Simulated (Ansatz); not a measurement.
The cluster Al2P2 (the lowest singlet isomer of a short search) was relaxed with PBE-D4 (def2-TZVP) in Ansatz in these states: neutral quintet, neutral singlet, neutral triplet. The geometries follow in no particular order.

A:

```tsv
atom	x (Å)	y (Å)	z (Å)
Al1	0.682	-1.611	-1.005
Al2	-0.786	1.763	0.585
P3	-0.996	-0.571	0.291
P4	1.101	0.418	0.129
```

B:

```xyz
4

Al   -0.2029   -1.0892    2.0129
Al    0.2033    1.0887   -2.0131
P    -1.0313    0.0955   -0.0524
P     1.0310   -0.0950    0.0526
```

C:

```xyz
4

Al   -0.185   -2.141   -0.399
Al    0.486    2.067    0.517
P     0.256    0.083   -1.070
P    -0.557   -0.009    0.952
```

Problem. Judge from the bond lengths which geometry belongs to which state (an estimate).

Solution. A is the neutral triplet (P3–P4 2.324 Å, Al2–P3 2.362 Å, Al1–P4 2.362 Å); B is the neutral singlet (P3–P4 2.074 Å, Al2–P3 2.521 Å, Al1–P4 2.521 Å); C is the neutral quintet (P3–P4 2.181 Å, Al2–P3 2.551 Å, Al1–P4 2.551 Å).

At PBE0-D4/def2-TZVP a singlet lies 0.41 eV below the neutral triplet. At PBE0-D4/def2-TZVP a singlet lies 3.04 eV below the neutral quintet. These are the stationary points nearest to one start from a short search; other shapes may lie lower in each state.
